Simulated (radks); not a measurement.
Question: These are the eigenvalues of the occupied orbitals of an atom or ion with whole-number occupations (eV). Method: Dirac Kohn-Sham, PBEsol, spin-unpolarised, spherical densities, finite nucleus; Fermi nuclear charge, rms radius of each element as measured or else 0.836 A^(1/3) + 0.57 fm; computed with a radial shooting solver on a logarithmic mesh with Libxc functionals.

orbital  eigenvalue
1s1/2     -10979.29
2s1/2     -1400.193
2p1/2     -1249.186
2p3/2     -1217.347
3s1/2     -198.1714
3p1/2     -148.3774
3p3/2     -144.0971
3d3/2      -59.5551
3d5/2      -58.9626
4s1/2      -36.6571
6p1/2       -5.9356

Which element is it, and in what charge state? The configuration may be excited. Open shells, if any, fill j = l - 1/2 first.

Answer: Z = 32, germanium, charge +2: Ge2+ in [Ar] 3d10 4s1 6p1. The list shows which subshells hold electrons but not how many an open one holds; the 1s level, -403.48 hartree, gives Z - s = 28.4 by -(Z - s)^2/2, which with screening and relativity narrows Z to a few neighbours, and the depths of the outer levels then fix element, charge and occupations together.
